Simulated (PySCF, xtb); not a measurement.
C₂H₆ClFSi, SMILES Cl[SiH](F)CC. Other conformers were not sampled.

Harmonic wavenumbers (cm⁻¹) from GFN2-xTB run with xtb at its own minimum, in rising order: 44, 129, 155, 192, 244, 358, 499, 620, 642, 719, 743, 816, 987, 1024, 1068, 1238, 1296, 1419, 1478, 1504, 1508, 2358, 2975, 2991, 3024, 3035, 3041.

**Question.** What does PySCF 2.14.0 with PBE-D3(BJ)/def2-SVP give at its own minimum? (Estimate from the structure and the level; the computed values follow.)

**Answer.** 63, 140, 161, 235, 259, 396, 520, 633, 662, 789, 797, 879, 946, 956, 1029, 1203, 1217, 1344, 1372, 1425, 1430, 2205, 2966, 2976, 3018, 3064, 3068. Paired by order, the mean absolute difference is 45 cm⁻¹ and the zero-point energies are 48.8 and 48.3 kcal/mol.
